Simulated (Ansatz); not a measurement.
# Worked example: C2H3ClF2 + C2H3FGe → C2H3F3 + C2H3ClGe

Species: C2H3ClF2 (1-chloro-1,1-difluoroethane) `CC(F)(F)Cl`, singlet; C2H3FGe `C#[C][GeH2][F]`, singlet; C2H3F3 (1,1,1-trifluoroethane) `CC(F)(F)F`, singlet; C2H3ClGe `C#[C][GeH2][Cl]`, singlet. The partners trade Cl for F: C–Cl and Ge–F bonds give way to C–F and Ge–Cl.

Shapes, held fixed at every level: PBE0-D4/def2-TZVP. Programs: Ansatz 0.2.0. The zero-point and thermal change to 298 K, harmonic and unscaled (PBE0-D4/def2-TZVP), is +2.2 kJ/mol.

At CCSD(T)/def2-TZVPP; 1 Eh = 2625.50 kJ/mol:

```
 species   energy (Eh)
C2H3ClF2   -737.090312
 C2H3FGe  -2253.188066
  C2H3F3   -377.118282
C2H3ClGe  -2613.179721
```

Question: Work out ΔH(298 K) of the reaction at this level.

Answer: 
1. Products less reactants: (-377.118282) + (-2613.179721) − [(-737.090312) + (-2253.188066)] = -0.019625 Eh = -51.5 kJ/mol.
2. With the thermal change: -51.5 + (+2.2) = -49.3 kJ/mol.

Other levels give -83.4 (HF/def2-SVP) to -45.9 kJ/mol (MP2/def2-TZVPP). No measured value is set beside it here. Relativity is left out for Ge. Outer-core shells of Ge are correlated in most correlated rows, in sets that cover them unevenly.
